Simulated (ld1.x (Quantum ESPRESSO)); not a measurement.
## S (Z = 16): RRKJ pseudisation with PBE, non-relativistic reference atom.

The input file (ld1.x (Quantum ESPRESSO) 7.5):

```
&input
   title='S', zed=16., rel=0, dft='PBE', iswitch=3,
   config='[Ne] 3s2 3p4 3d-2',
   nld=3, rlderiv=1.50, eminld=-3.0, emaxld=5.0, deld=0.02
 /
 &inputp
   pseudotype=2, tm=.false., lloc=0,
   nlcc=.true., new_core_ps=.true., rcore=1.15,
   file_pseudopw='S.UPF', file_wfcaegen='ae.wfc', file_wfcncgen='nc.wfc', file_beta='beta', file_chi='chi'
 /
3
3P  2  1   4.00   0.00  1.15  1.15  0.0
3D  3  2  -2.00  -0.05  1.15  1.15  0.0
3S  1  0   2.00   0.00  1.35  1.35  0.0
 &test
   configts(1)='3s2 3p4'
 /
```

Command:

```bash
ld1.x < S.in > S.out
```

Resulting log (shortened: banner, matrices, multipoles, cross overlaps and the repeated all-electron block are left out):

```
Program LD1 v.7.5
     --------------------------- All-electron run ----------------------------

     S

     atomic number is 16.00
     dft =PBE   lsd =0 sic =0 latt =0  beta=0.20 tr2=1.0E-14
     Exchange-correlation= PBE
                           (   1   4   3   4   0   0   0)
     mesh =1151 r(mesh) =  99.72449 a.u. xmin = -7.00 dx = 0.01250
     1 Ry =  13.60569312 eV

     n l     nl                  e(Ry)          e(Ha)          e(eV)
     1 0     1S 1( 2.00)      -176.2179       -88.1090     -2397.5669
     2 0     2S 1( 2.00)       -15.4662        -7.7331      -210.4285
     2 1     2P 1( 6.00)       -11.5019        -5.7509      -156.4912
     3 0     3S 1( 2.00)        -1.2600        -0.6300       -17.1434
     3 1     3P 1( 4.00)        -0.5161        -0.2580        -7.0213

     final scf error:  9.4E-15 reached in  25 iterations

     Etot =    -795.831310 Ry,    -397.915655 Ha,  -10827.836584 eV

     Ekin =     794.794364 Ry,     397.397182 Ha,   10813.728216 eV
     Encl =   -1893.559534 Ry,    -946.779767 Ha,  -25763.189925 eV
     Eh   =     353.694887 Ry,     176.847443 Ha,    4812.264091 eV
     Exc  =     -50.761028 Ry,     -25.380514 Ha,    -690.638966 eV

     normalization and overlap integrals

     s(1S/1S) =  1.000000  <r> =   0.0973  <r2> =    0.0127  r(max) =   0.0641
     s(2S/2S) =  1.000000  <r> =   0.4811  <r2> =    0.2753  r(max) =   0.3877
     s(2P/2P) =  1.000000  <r> =   0.4432  <r2> =    0.2455  r(max) =   0.3254
     s(3S/3S) =  1.000000  <r> =   1.7003  <r2> =    3.3654  r(max) =   1.4225
     s(3P/3P) =  1.000000  <r> =   2.0716  <r2> =    5.1752  r(max) =   1.6119

     ------------------------ End of All-electron run ------------------------

     --------------------- Generating NC pseudopotential ---------------------

      Generating local pot.: lloc=0, matching radius rcloc =   1.3500

      Computing core charge for nlcc:

       r > 1.15 : true rho core
      Core charge pseudized with two Bessel functions
      Integrated core pseudo-charge :   2.11

      Wfc   3P  rcut= 1.136  Estimated cut-off energy=      130.97 Ry
      This function has    0 nodes for 0 < r <    1.136

      Wfc   3D  rcut= 1.136  Estimated cut-off energy=      174.02 Ry
      This function has    0 nodes for 0 < r <    1.136

     ------------------- End of pseudopotential generation -------------------

     Computing logarithmic derivative in   1.50483
     Computing logarithmic derivative in   1.50483
     Computing the partial wave expansion
       no projector for channel:   0
     R is outside the sphere for l=    1 j= 0.00
     R is outside the sphere for l=    2 j= 0.00

     ---------------------- Testing the pseudopotential ----------------------

     S

     atomic number is 16.00   valence charge is  6.00
     dft =PBE   lsd =0 sic =0 latt =0  beta=0.20 tr2=1.0E-14
     mesh =1151 r(mesh) =  99.72449 xmin = -7.00 dx = 0.01250

     n l     nl             e AE (Ry)        e PS (Ry)    De AE-PS (Ry)
     1 0     3S   1( 2.00)       -1.26002       -1.26002       -0.00000
     2 1     3P   1( 4.00)       -0.51605       -0.51605       -0.00000

     eps = 3.3E-15  iter = 23

     Etot =    -795.831310 Ry,    -397.915655 Ha,  -10827.836584 eV
     Etotps =   -23.292858 Ry,     -11.646429 Ha,    -316.915477 eV

     Ekin =       7.447666 Ry,       3.723833 Ha,     101.330658 eV
     Encl =     -38.761607 Ry,     -19.380804 Ha,    -527.378536 eV
     Ehrt =      16.764109 Ry,       8.382054 Ha,     228.087320 eV
     Ecxc =      -7.601442 Ry,      -3.800721 Ha,    -103.422883 eV
     (Ecc =      -3.068003 Ry,      -1.534002 Ha,     -41.742312 eV)
     Epseu=      -1.141584 Ry,      -0.570792 Ha,     -15.532036 eV

     ---------------------- End of pseudopotential test ----------------------
```

Generation and configuration tests took about 0.82 s on one core of a shared server CPU.
